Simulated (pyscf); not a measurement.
PySCF, gas phase, ωB97X-D3(BJ)/def2-SVP geometries. MP2 and CC: frozen core, UHF for open shells. ΔMP2 is the change of the MP2 total energy from the triple- to the quadruple-zeta basis.

Estimate the classical barrier height and the reaction energy of `[CH2]=[C+][CH3]` → `[CH2]=[CH][CH2+]` at CCSD(T)/def2-TZVPP + ΔMP2(QZVPP). The step runs on the singlet surface, breaks C–H and forms C–H; take the reactant's lowest minimum found as zero.

ΔE‡ = 18.6 kcal/mol, ΔE = -10.6 kcal/mol. Zero-point energy shifts the barrier by +0.2 kcal/mol. It is a hydrogen shift, with an imaginary mode of 778i cm⁻¹. One saddle was located; it need not be the lowest between these sides. The CCSD(T) − MP2 part came from Ansatz, without density fitting, on the same reference.
